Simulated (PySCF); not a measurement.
A structure optimised at PBE0-D3(BJ)/def2-SVP, used in a PySCF frequency run:

```xyz
9

N     -1.6859    -1.3231     0.4171
Si    -0.1532    -0.5830     0.3986
N      1.0478    -1.7870     0.3616
Cl    -0.1570     0.6711     2.0488
Br     0.3050     0.7258    -1.3542
H     -1.9296    -1.9832    -0.3132
H     -2.4908    -0.8085     0.7548
H      1.0467    -2.5153     1.0675
H      1.9790    -1.5710     0.0267
```

Question: Write its SMILES and formula.

Answer: N[Si](N)(Cl)Br, BrClH4N2Si

Question: What are its rotational constants (standard atomic weights)?

Answer: 2.5374, 1.2598, 1.0841 GHz
